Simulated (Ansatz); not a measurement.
Ge₆H₁₂, a cluster cut from cubic germanium, relaxed as a singlet with RKS PBE0-D4/def2-SVP in Ansatz, starting from the GFN2-xTB geometry. Force threshold 0.02 eV/Å.

Start:

```xyz
18

Ge   -2.001   -0.061    1.226
Ge    2.013    0.443    1.147
Ge   -0.107    0.437   -2.318
Ge   -2.013   -0.450   -1.148
Ge    2.003    0.057   -1.228
Ge    0.107   -0.442    2.320
H    -3.102   -0.850    1.905
H    -2.431    1.368    1.489
H     3.306   -0.053    1.763
H     2.096    1.935    1.403
H    -0.064   -0.076   -3.743
H    -0.304    1.925   -2.524
H    -2.103   -1.941   -1.409
H    -3.299    0.061   -1.764
H     2.438   -1.370   -1.502
H     3.102    0.858   -1.897
H     0.297   -1.929    2.541
H     0.062    0.089    3.738
```

```json
{"step": "1", "energy (eV)": "-339221.8651", "largest force component (eV/Å)": "0.410", "SCF passes": "13"}
{"step": "2", "energy (eV)": "-339222.0589", "largest force component (eV/Å)": "0.158", "SCF passes": "17"}
{"step": "3", "energy (eV)": "-339222.1209", "largest force component (eV/Å)": "0.051", "SCF passes": "15"}
{"step": "4", "energy (eV)": "-339222.1324", "largest force component (eV/Å)": "0.010", "SCF passes": "15"}
{"step": "5", "energy (eV)": "-339222.1353", "largest force component (eV/Å)": "0.032", "SCF passes": "16"}
{"step": "6", "energy (eV)": "-339222.1354", "largest force component (eV/Å)": "0.037", "SCF passes": "15"}
{"step": "7", "energy (eV)": "-339222.1364", "largest force component (eV/Å)": "0.001", "SCF passes": "16"}
```

Force components are those of the run's own axes.

End:

```xyz
18

Ge   -1.9815    0.0792    1.2121
Ge    1.9512    0.5694    1.1273
Ge   -0.1183    0.5572   -2.2534
Ge   -1.9508   -0.5701   -1.1275
Ge    1.9813   -0.0792   -1.2126
Ge    0.1180   -0.5563    2.2537
H    -3.1729   -0.5736    1.9437
H    -2.1434    1.6109    1.3049
H     3.2962    0.2323    1.8040
H     1.7365    2.0945    1.2216
H    -0.1079    0.2135   -3.7575
H    -0.3055    2.0823   -2.1118
H    -1.7344   -2.0950   -1.2215
H    -3.2961   -0.2346   -1.8045
H     2.1426   -1.6110   -1.3058
H     3.1728    0.5733   -1.9441
H     0.3049   -2.0816    2.1138
H     0.1075   -0.2110    3.7575
```

By distances, no bond broke or formed. The bond that changes most is Ge6–H18, from 1.51 to 1.54 Å (atoms count from 1).

The force fell under the threshold at step 4, but the optimiser went on and released 0.004 eV more. No frequencies were taken in this run, so the end may be a saddle point.

Run time 1.7 min (4 threads of Arm Neoverse V2 on a shared host), peak host memory 1.3 GiB.
